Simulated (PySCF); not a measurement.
## Bond length, frequency and bond energy of InSi by level of theory

State: ⁴Σ⁻ (quartet), unpaired electrons σ ↑, π ↑↑. Set-up: PySCF, scalar-relativistic core potentials, basis sets In def2-SVPD with ECP28, Si def2-SVPD. De refers to In + Si in their high-spin ground configurations, without counterpoise correction. The functionals are run spin-unrestricted. A positive dipole means In(−)Si(+).

| Level | Re (Å) | ωe (cm⁻¹) | De (eV) | μ (D) |
| --- | --- | --- | --- | --- |
| UHF | 2.711 | 237 | 1.44 | -2.79 |
| UHF-MP2 | 2.634 | 263 | 2.10 | n/a |
| UHF-SCS-MP2 | 2.642 | 258 | 1.89 | n/a |
| UHF-CCSD | 2.658 | 254 | 1.94 | n/a |
| UHF-CCSD(T) | 2.653 | 256 | 2.05 | n/a |
| LDA | 2.589 | 267 | 2.89 | -1.47 |
| PBE | 2.646 | 248 | 2.48 | -1.86 |
| TPSS | 2.638 | 250 | 2.41 | -2.03 |
| r²SCAN | 2.620 | 258 | 2.44 | -1.91 |
| PBE0 | 2.625 | 258 | 2.35 | -2.06 |
| MN15 | 2.614 | 259 | 2.41 | -1.53 |

(1) Which functional lies closest to UHF-CCSD(T) in De, which farthest, and by how much do they differ from it?

(2) What does a quarter of exact exchange do here, going from PBE to PBE0?

(3) What does the step from GGA to meta-GGA do here, going from PBE to r²SCAN?

Correlated steps freeze 9 core orbitals. Correlated levels converge slowly with the basis: in double zeta they bind strong bonds too weakly, by up to about 1 eV, and carry superposition errors of some tenths. These are scalar-relativistic numbers at best; spin–orbit coupling would shift them, the dissociation energy most. The state is the lowest determinant that a PBE0 search found; another state may lie lower at other levels.

The whole job (state search and all levels along the bond) took about 2.9 min on 1 thread of AMD EPYC 7R43 64-Core (shared host), peak memory 0.72 GiB.

Answers

(1) Closest is PBE0 (-2.8 pm in Re, +0.8 % in ωe, +0.30 eV in De against UHF-CCSD(T) in the same basis), farthest LDA (-6.4 pm in Re, +4.3 % in ωe, +0.84 eV in De). CCSD(T) converges more slowly with the basis than the functionals do and binds too weakly in this one, so the order can change at the basis-set limit.

(2) PBE0 less PBE: -2.1 pm in Re, +4.0 % in ωe, -0.13 eV in De. Exact exchange removes part of the self-interaction that spreads semilocal densities, and in most molecules shortens and stiffens the bond and lowers De; so it does here.

(3) r²SCAN less PBE: -2.6 pm in Re, +4.0 % in ωe, -0.04 eV in De.
